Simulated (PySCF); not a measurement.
# A search over the determinants of SnSe

Unrestricted PBE0; Sn def2-SVP with ECP28, Se def2-SVP; scalar-relativistic core potentials (PySCF 2.14). Outer shells of the fragments: Sn 4d10 5s2 5p2; Se 3d10 4s2 4p4.

Followed along the bond (rough minima from three points):

| 2Ms+1 | unpaired | ⟨S²⟩ at the start | R at minimum (Å) | Te (eV) |
| --- | --- | --- | --- | --- |
| 1 | none | 0.00 | 2.34 | 0.00 |
| 3 | π ↑↑ | 2.01 | none in the scan | ≤ 1.99 |
| 5 | σ ↑, π ↑↑↑ | 6.01 | none in the scan | ≤ 4.42 |

Solutions found at the starting distance of 2.465 Å, counted from the lowest of them; the search is not exhaustive and high or unbound solutions are not listed, so other states can lie among these:

```json
{"2Ms+1": "1", "unpaired": "none", "term": "¹Σ⁺", "E (eV)": "0.00", "⟨S²⟩": "0.00", "⟨Lz²⟩": "0.00", "μ (D)": "-3.44"}
{"2Ms+1": "3", "unpaired": "π ↑↑", "term": "mixed", "E (eV)": "1.93", "⟨S²⟩": "2.01", "⟨Lz²⟩": "2.01", "μ (D)": "-0.83"}
{"2Ms+1": "3", "unpaired": "π ↑↑", "term": "mixed", "E (eV)": "2.22", "⟨S²⟩": "2.00", "⟨Lz²⟩": "2.01", "μ (D)": "-1.09"}
{"2Ms+1": "1", "unpaired": "π ↑↓", "term": "mixed", "E (eV)": "2.27", "⟨S²⟩": "1.01", "⟨Lz²⟩": "2.01", "μ (D)": "-1.18"}
{"2Ms+1": "3", "unpaired": "σ ↑, π ↑", "term": "³Π", "E (eV)": "2.56", "⟨S²⟩": "2.01", "⟨Lz²⟩": "1.01", "μ (D)": "-2.70"}
{"2Ms+1": "1", "unpaired": "σ ↓, π ↑", "term": "mixed", "E (eV)": "2.79", "⟨S²⟩": "1.02", "⟨Lz²⟩": "1.01", "μ (D)": "-2.57"}
{"2Ms+1": "5", "unpaired": "σ ↑, π ↑↑↑", "term": "⁵Π", "E (eV)": "4.53", "⟨S²⟩": "6.01", "⟨Lz²⟩": "1.00", "μ (D)": "0.61"}
{"2Ms+1": "3", "unpaired": "σ ↑, π ↑", "term": "³Π", "E (eV)": "4.97", "⟨S²⟩": "2.00", "⟨Lz²⟩": "1.02", "μ (D)": "-0.22"}
{"2Ms+1": "5", "unpaired": "π ↑↑↑↑", "term": "⁵Σ⁺", "E (eV)": "5.04", "⟨S²⟩": "6.01", "⟨Lz²⟩": "0.00", "μ (D)": "4.17"}
{"2Ms+1": "1", "unpaired": "σ ↓, π ↑", "term": "mixed", "E (eV)": "5.12", "⟨S²⟩": "1.01", "⟨Lz²⟩": "1.01", "μ (D)": "-0.23"}
```

A term symbol is given only where ⟨S²⟩ and ⟨Lz²⟩ are close to those of a pure state; real π, δ and φ orbitals otherwise mix terms. A positive dipole means Sn(−)Se(+).

Spin–orbit coupling is left out. Counting both spins, an empty level lies below a filled one in some of these solutions, because spin and occupation are held.
